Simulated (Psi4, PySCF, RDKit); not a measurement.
Internal rotation in SMILES C=CC1CCCCC1, singlet. Scanned: dihedral C1–C2–C3–C4; all other coordinates were relaxed at GFN2-xTB. Heavy atoms are numbered in the order of the SMILES C=CC1CCCCC1, hydrogens after them in the order of the atoms that carry them; the mirror image has the same energies with the sign of each dihedral reversed.

Levels: RKS-LDA (SVWN5)/6-31G* = PySCF with restricted LDA (SVWN5)/6-31G*, spherical d, density fitting // GFN2-xTB; RMP2/3-21G = restricted MP2 (frozen core)/3-21G // GFN2-xTB (PySCF); MMFF94 // GFN2-xTB (RDKit); PBE-D3(BJ)/def2-SVP // GFN2-xTB (Psi4).

Energies relative to the lowest point of each profile, in kcal/mol; the last columns give the difference from PBE-D3(BJ):

| φ / ° | RKS-LDA (SVWN5)/6-31G* | RMP2/3-21G | MMFF94 | PBE-D3(BJ)/def2-SVP | RKS-LDA (SVWN5)/6-31G* − PBE-D3(BJ)/def2-SVP | RMP2/3-21G − PBE-D3(BJ)/def2-SVP | MMFF94 − PBE-D3(BJ)/def2-SVP |
|---|---|---|---|---|---|---|---|
| -150 | 1.1 | 1.0 | 1.3 | 0.9 | 0.3 | 0.1 | 0.4 |
| -120 | 0.3 | 0.0 | 0.0 | 0.0 | 0.3 | 0.0 | 0.0 |
| -90 | 1.0 | 0.8 | 1.1 | 0.7 | 0.3 | 0.1 | 0.4 |
| -60 | 2.2 | 2.4 | 2.7 | 2.0 | 0.2 | 0.4 | 0.7 |
| -30 | 1.2 | 2.1 | 2.1 | 1.3 | 0.0 | 0.9 | 0.8 |
| 0 | 0.0 | 1.0 | 0.7 | 0.1 | -0.1 | 0.9 | 0.7 |
| 30 | 1.2 | 1.4 | 1.5 | 1.0 | 0.2 | 0.4 | 0.5 |
| 60 | 2.5 | 2.1 | 2.3 | 2.2 | 0.3 | -0.1 | 0.1 |
| 90 | 1.5 | 1.6 | 1.7 | 1.3 | 0.2 | 0.3 | 0.4 |
| 120 | 0.0 | 0.9 | 0.7 | 0.1 | 0.0 | 0.9 | 0.7 |
| 150 | 1.0 | 2.0 | 1.8 | 1.0 | 0.0 | 1.0 | 0.8 |
| 180 | 2.2 | 2.5 | 2.8 | 2.1 | 0.1 | 0.4 | 0.7 |

RKS-LDA (SVWN5)/6-31G* is furthest from PBE-D3(BJ)/def2-SVP at 60 (0.3 kcal/mol, above); its mean absolute difference over the points is 0.2 kcal/mol.

RMP2/3-21G is furthest from PBE-D3(BJ)/def2-SVP at 150 (1.0 kcal/mol, above); its mean absolute difference over the points is 0.4 kcal/mol.

MMFF94 is furthest from PBE-D3(BJ)/def2-SVP at 150 (0.8 kcal/mol, above); its mean absolute difference over the points is 0.5 kcal/mol.
